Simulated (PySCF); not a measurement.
Chlorine: a sound run and one with changed settings

Sound run: Cl⁺ [Ne] 3s2 3p4, Cl²⁺ [Ne] 3s2 3p3. Computed with PySCF 2.14 in def2-TZVP (5s5p2d1f, 37 functions), with the non-relativistic Hamiltonian (point nucleus). In the sound run the correlated levels freeze [Ne]. The sound run starts from symmetry-adapted Hartree-Fock orbitals and uses a fine grid where one is needed.

Changed run: the spin-free X2C one-electron Hamiltonian (Gaussian nucleus). This setting is unsound on purpose.

| species | method | sound run (hartree) | changed run (hartree) | converged |
| --- | --- | --- | --- | --- |
| Cl⁺ | UHF | -459.04415 | -460.29344 | yes |
| Cl⁺ | PBE0 | -459.52134 | -460.77405 | yes |
| Cl⁺ | PBE | -459.48207 | -460.73588 | yes |
| Cl⁺ | MP2 | -459.16501 | -460.41430 | yes |
| Cl⁺ | CCSD(T) | -459.19499 | -460.44416 | yes |
| Cl²⁺ | UHF | -458.21427 | -459.46352 | yes |
| Cl²⁺ | PBE0 | -458.64503 | -459.89772 | yes |
| Cl²⁺ | PBE | -458.60532 | -459.85911 | yes |
| Cl²⁺ | MP2 | -458.30748 | -459.55668 | yes |
| Cl²⁺ | CCSD(T) | -458.33237 | -459.58145 | yes |

Ionisation energy of Cl⁺:

```csv
method,sound run (eV),changed run (eV)
UHF,22.582,22.583
PBE0,23.846,23.846
PBE,23.858,23.858
MP2,23.335,23.337
SCS-MP2,23.413,23.415
CCSD,23.444,23.446
CCSD(T),23.473,23.476
```

Most of the change in total energy is the relativistic energy itself. On top of that the contraction fixes the core shape for the Hamiltonian it was made with, so the changed run is not a good calculation with the other Hamiltonian either.

For comparison, NIST gives 23.814 eV between the lowest levels.
